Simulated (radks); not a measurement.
Q: Ge5+, configuration [Ar] 3d7 4s2 (not the ground configuration). Method: Dirac Kohn-Sham, PBE, spin-unpolarised, spherical densities, finite nucleus; open shells fill j = l - 1/2 first; Fermi nuclear charge, rms radius 4.0742 fm; computed with a radial shooting solver on a logarithmic mesh with Libxc functionals. Some entries of the table are withheld. Estimate them.

orbital  occ.  eigenvalue (eV)  r(max) (bohr)
1s1/2       2        -11064.89        0.03073
2s1/2       2        -1481.165         0.1761
2p1/2       2        -1329.429         0.1392
2p3/2       4        -1297.577         0.1422
3s1/2       2        -268.5164         0.5363
3p1/2       2        -218.0161         0.5290
3p3/2       4        -213.3821         0.5367
3d3/2       4              (1)            (2)
3d5/2       3              (3)            (4)
4s1/2       2         -75.6456          1.431
4p1/2       0         -62.4127          1.550
4p3/2       0         -61.7222          1.568
4d3/2       0         -41.9724          1.905
4d5/2       0         -41.8826          1.910
5s1/2       0         -34.5452            (5)

A: 
(1) 3d3/2 eigenvalue (eV): -127.4706
(2) 3d3/2 r(max) (bohr): 0.4795
(3) 3d5/2 eigenvalue (eV): -126.7501
(4) 3d5/2 r(max) (bohr): 0.4818
(5) 5s1/2 r(max) (bohr): 3.054
